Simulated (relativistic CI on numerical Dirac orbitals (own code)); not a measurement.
Spin-allowed bands of a d2 ion in an octahedral site, by hand

Problem. Take Δ = 19000 cm⁻¹ and B = 540 cm⁻¹ for a d2 ion in an octahedral site. Calculate the three spin-allowed bands.

Working.
1. The terms of highest spin are 3F (energy 0) and 3P (15B = 8100 cm⁻¹). Here the F term splits into A2 at +1.2Δ = 22800, T2 at +0.2Δ = 3800 and T1 at −0.6Δ = -11400 cm⁻¹.
2. The two T1 states mix through the element 0.4Δ: H = [[-11400, 7600], [7600, 8100]], with roots ½(H₁₁ + H₂₂) ∓ ½√[(H₂₂ − H₁₁)² + 4H₁₂²] = ½(-3300) ∓ ½(24724) = -14012 and 10712 cm⁻¹.
3. The ground term is 3T1 at -14012 cm⁻¹.
4. Bands: 3T2 17812 cm⁻¹ (561 nm), 3T1(P) 24724 cm⁻¹ (404 nm), 3A2 36812 cm⁻¹ (272 nm).

Check. Exact diagonalisation of the whole d2 shell with these parameters gives 3T2 17812, 3T1 24724, 3A2 36812 cm⁻¹. The match is exact, since without spin-orbit coupling no other term has this spin. The ratio of the second band to the first, 1.388, depends on Δ/B = 35.2 alone, which is how a Tanabe-Sugano diagram is read.
